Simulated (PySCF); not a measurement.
SMILES O[Si](NB(C)C)(C)O (C3H12BNO2Si), GFN2-xTB optimised geometry.

```
20

Si    -0.70    -0.07     0.00
C      1.19    -0.07     0.00
O     -1.20    -0.78    -1.38
O     -1.36     1.43     0.00
N     -1.33    -1.00     1.35
B     -1.48    -0.68     2.70
C     -1.06     0.76     3.24
C     -2.07    -1.75     3.71
H      1.59     0.14     0.99
H      1.58     0.67    -0.69
H      1.58    -1.04    -0.31
H     -1.97    -0.43    -1.82
H     -1.32     1.94     0.80
H     -1.59    -1.94     1.09
H     -0.83     0.75     4.30
H     -0.20     1.18     2.71
H     -1.89     1.46     3.11
H     -1.30    -2.11     4.39
H     -2.50    -2.62     3.22
H     -2.85    -1.31     4.35
```

Density from CAM-B3LYP/def2-SVP run with PySCF 2.14.0 at that geometry.

Minimum of the electron density along straight lines between bonded atoms, close to the bond critical point (lines longer than 1.1 times the sum of covalent radii, or with two minima, are not listed):

| bond | length / Å | ρ at the minimum / e bohr⁻³ | ∇²ρ there / e bohr⁻⁵ | position (fraction from the first atom) |
|---|---|---|---|---|
| Si1–C2 | 1.896 | 0.116 | 0.32 | 0.38 |
| Si1–O3 | 1.625 | 0.132 | 1.10 | 0.41 |
| Si1–O4 | 1.634 | 0.129 | 1.05 | 0.41 |
| Si1–N5 | 1.751 | 0.120 | 0.66 | 0.40 |
| N5–B6 | 1.399 | 0.206 | 0.73 | 0.67 |
| B6–C7 | 1.592 | 0.175 | -0.12 | 0.32 |
| B6–C8 | 1.589 | 0.177 | -0.14 | 0.32 |
| C2–H9 | 1.086 | 0.272 | -0.98 | 0.63 |
| C2–H10 | 1.085 | 0.272 | -0.99 | 0.63 |
| C2–H11 | 1.084 | 0.272 | -0.99 | 0.63 |
| O3–H12 | 0.954 | 0.352 | -2.50 | 0.82 |
| O4–H13 | 0.953 | 0.354 | -2.48 | 0.82 |
| N5–H14 | 1.010 | 0.331 | -1.52 | 0.76 |
| C7–H15 | 1.088 | 0.272 | -0.98 | 0.62 |
| C7–H16 | 1.088 | 0.270 | -0.95 | 0.62 |
| C7–H17 | 1.090 | 0.267 | -0.94 | 0.62 |
| C8–H18 | 1.089 | 0.268 | -0.95 | 0.62 |
| C8–H19 | 1.088 | 0.272 | -0.97 | 0.62 |
| C8–H20 | 1.088 | 0.270 | -0.96 | 0.62 |
